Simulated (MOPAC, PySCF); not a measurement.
[Cd(Cl)2], neutral singlet in the gas phase. 

Cartesian coordinates (Å):
```xyz
3

Cd     0.0000     0.0000     0.0000
Cl    -1.9877    -1.0984     0.2765
Cl     1.9877     1.0984    -0.2765
```
Charge 0, multiplicity 1.

All levels are single points at this geometry (PBE-D3(BJ)/def2-SVP); Pople sets use spherical d functions. Orbital energies aren't observables, and empty levels follow the basis.

```tsv
level	HOMO (eV)	LUMO (eV)	gap (eV)	dipole (D)	vertical IE, Delta-SCF (eV)
B3LYP-D3(BJ)/def2-TZVP in PySCF	-8.62	-2.66	5.95	0.00	–
PBE-D3(BJ)/def2-TZVP in PySCF	-7.52	-3.22	4.30	0.00	–
TPSSh-D3(BJ)/def2-TZVP in PySCF	-8.15	-2.71	5.44	0.00	–
B3LYP/6-311+G** (LANL2DZ on Cd) in PySCF	-8.70	-2.77	5.93	0.00	–
B3LYP/6-31G* (LANL2DZ on Cd) in PySCF	-8.56	-2.71	5.85	0.00	10.93
B3LYP/LANL2DZ in PySCF	-8.58	-2.83	5.75	0.00	–
BP86/6-31G* (LANL2DZ on Cd) in PySCF	-7.59	-3.32	4.26	0.00	–
M06-2X/6-31G* (LANL2DZ on Cd) in PySCF	-10.17	-1.71	8.45	0.00	–
PBE/6-31G* (LANL2DZ on Cd) in PySCF	-7.47	-3.21	4.26	0.00	–
SVWN5/6-31G* (LANL2DZ on Cd) in PySCF	-7.64	-3.49	4.15	0.00	–
PM3 in MOPAC	-11.20	-1.10	10.09	0.00	–
PM6 in MOPAC	-11.03	-1.64	9.38	0.00	–
PM7 in MOPAC	-11.42	-2.69	8.73	0.00	–
```
